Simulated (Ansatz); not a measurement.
Z-matrix (Å, degrees):
```
Si
F 1 1.6078
F 1 1.6091 2 106.01
F 1 1.6103 2 106.17 3 -112.92
Al 1 2.4740 2 113.96 3 124.30
H 5 1.5913 1 119.54 2 12.38
H 5 1.5915 6 122.31 1 -179.39
```
Charge 0, multiplicity 1.

The numbers are results of frozen-core CCSD(T)/def2-TZVPP // PBE-D3(BJ)/def2-TZVP in Ansatz (an electronic-structure program), not measurements.

The HF energy is -830.68471 Ha and the MP2 correlation energy comes out as -0.93595 Ha.

Task: Estimate the CCSD correlation energy, the (T) correction, the total energy and the T1 diagnostic.

Result: 
CCSD correlation energy: -0.95771 Ha
(T) correction: -0.02744 Ha
CCSD(T) total energy: -831.66985 Ha
T1 diagnostic: 0.013
